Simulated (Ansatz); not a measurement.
`CC([SiH3])S` → `CCS` + `[SiH2]` at 600 K and 1 bar (silylene formation by 1,1-elimination).

Program: Ansatz. Geometries: PBE0-D4/def2-TZVP. ΔE: electronic, gas phase. CCSD(T)/CBS adds triple-zeta CCSD(T) − MP2 to the extrapolated MP2 energy (def2 sets, frozen cores). This one scheme is used for every species. One conformer a species, not always the lowest.

```tsv
species	CCSD(T)/CBS energy (Eh)	H − E (kJ/mol)	S (J/(mol·K))
`CC([SiH3])S`	-767.76814	298.8	431.7
`CCS`	-477.49091	239.8	348.1
`[SiH2]`	-290.19011	52.1	233.9
```

H − E and S are ideal-gas, rigid-rotor, harmonic terms from PBE0-D4/def2-TZVP, for one conformer and one mirror image of each species. 1 Eh = 2625.50 kJ/mol, R = 8.31446 J/(mol·K).

Task: By hand: ΔE, ΔH, ΔS and ΔG.

Result: ΔE = (-477.49091) + (-290.19011) − (-767.76814) = 0.08712 Eh = 228.7 kJ/mol. Δ(H − E) = 239.8 + 52.1 − 298.8 = -6.9, so ΔH = 221.8 kJ/mol. ΔS = 348.1 + 233.9 − 431.7 = 150.3 J/(mol·K). ΔG = 221.8 − 600 × (150.3)/1000 = 131.6 kJ/mol.

Task: By hand: the equilibrium constant, and the temperature at which ΔG would vanish if ΔH and ΔS stayed fixed.

Result: log₁₀ K = −ΔG/(RT ln 10) = -11.5. ΔG = 0 at ΔH/ΔS = 1476 K.

The number of gas molecules changes by +1, which sets the sign of ΔS. A doubt of 5 kJ/mol in ΔE shifts log₁₀ K by 0.4 here. Other conformers and mirror images would add mixing entropy, several J/(mol·K) or more a flexible species. These are equilibria of isolated gas molecules and say nothing of rates. Largest T1 diagnostic: 0.014 (customary marks: 0.02 for closed shells, 0.045 for open ones).
